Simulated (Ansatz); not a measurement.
`C[O][Mo]([OH])([F])([F])([F])[O]C` and `C[O][Mo]([OH])([OH])([F])([F])[O]C` differ in one atom or group.

Ansatz, PBE0-D4/def2-TZVP geometries, multiplicity 1. Each molecule was computed in one conformer, which needn't be the lowest.

Elements past krypton have def2 core potentials.

```csv
property,`C[O][Mo]([OH])([F])([F])([F])[O]C`
HOMO–LUMO gap (PBE/def2-TZVPP) / eV,3.64
HOMO energy (PBE0/def2-TZVPP) / eV,-9.14
size of the dipole moment (ωB97M-V/def2-TZVPP) / D,3.68
LUMO energy (B3LYP/def2-TZVPP) / eV,-3.61
HOMO–LUMO gap (PBE0/def2-TZVPP) / eV,5.75
HOMO energy (ωB97M-V/def2-TZVPP) / eV,-11.47
```

Question: Give the same properties after the change, and the shifts. (An estimate is asked.)

Answer: Ansatz gave: 
```csv
property,`C[O][Mo]([OH])([OH])([F])([F])[O]C`,shift
HOMO–LUMO gap (PBE/def2-TZVPP) / eV,3.47,-0.17
HOMO energy (PBE0/def2-TZVPP) / eV,-8.66,0.48
size of the dipole moment (ωB97M-V/def2-TZVPP) / D,4.34,0.66
LUMO energy (B3LYP/def2-TZVPP) / eV,-3.31,0.30
HOMO–LUMO gap (PBE0/def2-TZVPP) / eV,5.55,-0.20
HOMO energy (ωB97M-V/def2-TZVPP) / eV,-11.00,0.47
```

With PBE0 the HOMO rises by 0.48 eV and the LUMO rises by 0.29 eV, so the gap narrows by about 0.19 eV. PBE moves the HOMO by 0.46 eV and ωB97M-V by 0.47 eV. Dipoles are sizes alone; their direction can turn.

B3LYP here is the variant with VWN-RPA as its local correlation; programs differ in this.
